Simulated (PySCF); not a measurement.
PySCF job for C2H6N2OSi, SMILES C[Si@@H](N)N=C=O, KT2/pcSseg-1. Geometry: B3LYP-D3(BJ)/def2-SVP. The structure was generated by enumeration; whether it is a known compound was not checked. Other conformers were not sampled.

```python
import numpy as np
from pyscf import gto, scf, dft
from pyscf.prop.nmr import rks as nmr

mol = gto.M(
    atom='''
    C    -1.86102137   -1.22036789    0.14268293
    Si   -0.79915901    0.14796048   -0.55570520
    N    -1.42779621    1.67645316   -0.06589124
    N     0.83178168   -0.14922584   -0.00620555
    C     1.95832886   -0.30124945    0.37101905
    O     3.06211969   -0.45365379    0.74339968
    H    -1.87811479   -1.17401557    1.24407842
    H    -1.46425252   -2.20707258   -0.14321104
    H    -2.89647897   -1.13784825   -0.22277942
    H    -0.73471439    0.14850224   -2.03938271
    H    -1.07677839    2.52962198   -0.49118263
    H    -1.67013563    1.83770866    0.90761828
    ''',
    basis='pcSseg-1',
    charge=0,
    spin=0,
    max_memory=1600,
    verbose=3,
)
mf = dft.RKS(mol, xc='kt2')
mf.grids.level = 3
mf.conv_tol = 1e-10
mf.max_cycle = 100
mf.kernel()
n = nmr.NMR(mf)
n.verbose = 2
n.max_cycle_cphf = 60
sigma = n.kernel()
print('atom   isotropic/ppm   span/ppm')
for i, s in enumerate(sigma):
    w = np.linalg.eigvalsh((s + s.T) / 2)
    print(f'{mol.atom_symbol(i):2s}{i + 1:3d} {w.mean():14.3f} {w[2] - w[0]:11.3f}')
```

Program output:

```
converged SCF energy = -560.843766502801
atom   isotropic/ppm   span/ppm
C   1        183.361      19.513
Si  2        399.338      75.171
N   3        229.564      37.701
N   4        207.118     192.455
C   5         66.751     304.436
O   6        199.015     245.294
H   7         30.852       8.878
H   8         30.891      10.634
H   9         30.949      11.506
H  10         26.297       8.693
H  11         30.167      17.103
H  12         30.401      15.440
```

The calculation finished and met its thresholds.

Cost: about 40 core-seconds (a rough figure).
